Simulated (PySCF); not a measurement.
## Radial density of Ge⁺ (germanium, charge +1)

B3LYP, [Ar] 3d10 4s2 4p1, 2P determinant. Computed with PySCF 2.14 in aug-cc-pVDZ-PP with ECP10MDF (5s4p3d, 32 functions), with a scalar-relativistic core potential. This is the valence pseudo-density: the core potential removes the inner electrons and smooths the orbitals near the nucleus.

```csv
r (bohr),4πr²ρ (e/bohr),4πr²(ρα − ρβ)
0.00111,1.226e-05,0.0000
0.00186,3.456e-05,0.0000
0.00313,9.669e-05,0.0000
0.00527,0.0002652,0.0000
0.00886,0.0006905,0.0000
0.0149,0.001597,0.0000
0.0251,0.003198,0.0000
0.0422,0.008683,0.0000
0.0709,0.06522,0.0000
0.119,0.6361,-0.0001
0.201,4.141,0.0026
0.338,17.38,0.0370
0.568,28.17,0.0467
0.955,10.82,0.0188
1.61,2.623,0.3572
2.70,0.9663,0.3833
4.55,0.08365,0.0576
7.65,0.0005289,0.0005
```

Energies and moments cover only the electrons outside the core potential.
